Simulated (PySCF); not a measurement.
Sn(H)(I)3, HI₃Sn, SMILES [I][SnH]([I])[I] (B3LYP/def2-SVP optimised geometry):

```
5

Sn    -0.407    -1.282     0.000
I     -1.312     1.282     0.000
I     -1.309    -2.561     2.222
I     -1.302    -2.569    -2.220
H      1.312    -1.282     0.000
```

Calculation: B3LYP/def2-TZVP, def2 effective core potentials past Kr (PySCF).

Task: What are the frontier orbital energies and the dipole moment?

Result: HOMO-2 -7.68 eV, HOMO-1 -7.68 eV, HOMO -7.54 eV, LUMO -3.53 eV, LUMO+1 -1.39 eV; dipole moment 0.99 D.

On the same geometry PBE/def2-TZVP, def2 effective core potentials past Kr (PySCF) gives HOMO-2 -6.82 eV, HOMO-1 -6.81 eV, HOMO -6.67 eV, LUMO -3.99 eV, LUMO+1 -1.94 eV; dipole moment 0.93 D.
